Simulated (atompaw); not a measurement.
Mg (Z = 12): variants of one PAW (atompaw) potential

Base potential:

* Element: Mg
* Generator: atompaw 4.2.0.5
* Type: PAW
* Functional: PBE
* Relativity: scalar-relativistic
* Frozen core: [He] 2s2
* Valence charge: 8
* Reference configuration: 2p6 3s1 3p0 (charge +1)
* Partial waves: 3s (bound); 3s channel at 2.2 Ry; 2p (bound); 3p (bound, empty)
* Local potential: bessel scheme, radius 1.25 bohr
* Core correction: smooth core density matched at 1.15 bohr
* Augmentation charge: sinc compensation charge, radius 1.35 bohr; PAW radius 1.65 bohr; waves and projectors: bloechl

All-electron outer shells of the reference configuration (PBE, scalar-relativistic, ld1.x):

```tsv
shell	level (eV)	outermost node (bohr)	outermost maximum (bohr)
2p	-55.68	–	0.48
3s	-11.38	0.89	2.35
3p	-7.05	0.94	2.90
```

Cutoffs, loose and tight: the cutoffs (Ry, on a coarse ladder) from which the occupation-weighted sum of valence levels, in a spherical-Bessel basis at the reference potential, stays within 10 and 1 mRy of its value at 400 Ry. They see the waves, projectors and local potential, not the compensation charge or the core. A dash means not determined.

A true bound ghost makes a file unfit for plane-wave use even where its test errors are small: the radial tests pick states by their node count and pass the ghost by.

```csv
change,outcome,"cutoff, loose","cutoff, tight",bound ghosts
base,generated,55 Ry,80 Ry,s
core correction smooth core density matched at 1.04 bohr,generated,55 Ry,80 Ry,s
wave 3s channel at 2.2 Ry becomes 3s channel at -0.47 Ry,failed: atompaw: The overlap operator has at least one negative eigenvalue!,–,–,–
reference 2p6 3s0 3p0,generated,55 Ry,80 Ry,s
"local potential bessel scheme, radius 0.86 bohr",generated,60 Ry,80 Ry,s
non-relativistic,generated,55 Ry,80 Ry,s
```

What comes out with this change to the base: all radii scaled by about 1.23 (s 2.04, p 0.86 bohr); local potential bessel scheme, radius 1.54 bohr; augmentation sinc compensation charge, radius 1.68 bohr; PAW radius 2.04 bohr; waves and projectors: bloechl; core correction smooth core density matched at 1.42 bohr?

outcome: generated; cutoff, loose: 40 Ry; cutoff, tight: 50 Ry; bound ghosts: s.

What comes out with this change to the base: functional LDA (PW92)?

outcome: generated; cutoff, loose: 55 Ry; cutoff, tight: 70 Ry; bound ghosts: s.
